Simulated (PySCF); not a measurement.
A structure optimised at B3LYP-D3(BJ)/def2-SVP, used in a PySCF frequency run:

```
C
H 1 1.1034
H 1 1.1062 2 106.15
C 1 1.4652 2 109.67 3 117.15
C 4 1.2107 3 150.26 1 177.89
H 5 1.0735 3 161.11 1 179.04
C 1 1.5106 2 110.07 3 -118.22
C 7 1.3328 1 122.76 2 -1.09
H 8 1.0931 7 123.31 1 -0.45
H 7 1.0940 8 119.96 9 179.10
Cl 8 1.7394 9 113.28 7 180.00
```

**Question.** Write its SMILES and formula.

**Answer.** C#CC/C=C/Cl, C5H5Cl

**Question.** What are its rotational constants (standard atomic weights)?

**Answer.** 11.651, 0.99652, 0.94867 GHz
